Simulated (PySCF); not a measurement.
Compound: C5H4ClFSe.
SMILES with atom numbers: `[CH3:1][c:2]1[se:3][cH:4][c:5]([Cl:6])[c:7]1[F:8]` (hydrogens: H9, H10, H11 on C1; H12 on C4)

All values: CAM-B3LYP/def2-SVPD (PySCF, non-relativistic), on one gas-phase PBE0-D3(BJ)/def2-SVP geometry that isn't relaxed in the solvent. The solvent is an IEF-PCM continuum (cavity from Bondi-type radii × 1.2). The model holds no explicit solvent molecules, cavitation or dispersion. Spin–orbit coupling is left out although an atom past zinc is present.

Gas phase at CAM-B3LYP/def2-SVPD: HOMO -8.13 eV, LUMO 0.00 eV, dipole 2.41 D.

Question: What does the continuum do to the energy, the frontier levels and the dipole at CAM-B3LYP/def2-SVPD in dichloromethane and acetonitrile?

Answer: 
```
        solvent      ε  E(solvent) − E(gas) (kcal/mol)  polarisation term (kcal/mol)  distortion of the solute (kcal/mol)  HOMO (eV)  LUMO (eV)  dipole (D)
dichloromethane   8.93                           -2.93                         -3.36                                 0.43      -8.06       0.11        3.23
   acetonitrile  35.69                           -3.39                         -3.99                                 0.60      -8.05       0.12        3.37
```

The first energy column is the sum of the next two and covers electrostatics alone. The atom shares or the degeneracy of the HOMO differ from the gas phase in dichloromethane and acetonitrile, so that column needn't follow one orbital. From dichloromethane to acetonitrile the lowering changes by a factor 1.16, Onsager's factor (ε − 1)/(2ε + 1) by 1.14 and ε itself by 4.0.

Question: Which radius a makes the point-dipole formula ΔE = −[(ε − 1)/(2ε + 1)]·μ²/a³ give the value in acetonitrile, with the gas-phase dipole?

Answer: μ = 0.950 au and |ΔE| = 0.00541 Eh give a = 2.28 Å; the farthest nucleus lies 3.35 Å from the centroid of the nuclei, so such a sphere wouldn't even hold the nuclei. The formula assumes a rigid point dipole at the centre of a sphere.

Question: How does the static polarisability (CAM-B3LYP/def2-SVPD, frozen core, with the continuum's full static response) change?

Answer: 
| medium | isotropic (au) | principal values (au) | ⟨r²⟩ of the electrons (bohr²) |
| --- | --- | --- | --- |
| gas | 97.2 | 64.0, 100.5, 127.1 | 1623.4 |
| dichloromethane | 129.5 | 85.7, 133.6, 169.1 | 1623.1 |
| acetonitrile | 135.8 | 91.3, 139.6, 176.4 | 1623.0 |

The isotropic value in acetonitrile is 1.40 times the gas-phase one; no cavity-field correction is applied. ⟨r²⟩ is taken about the centre of nuclear charge.

Cost: about 1.9 min of CPU time on one thread; the machine was shared, so the figure is rough. This is the whole response run at CAM-B3LYP/def2-SVPD in acetonitrile, SCF included.
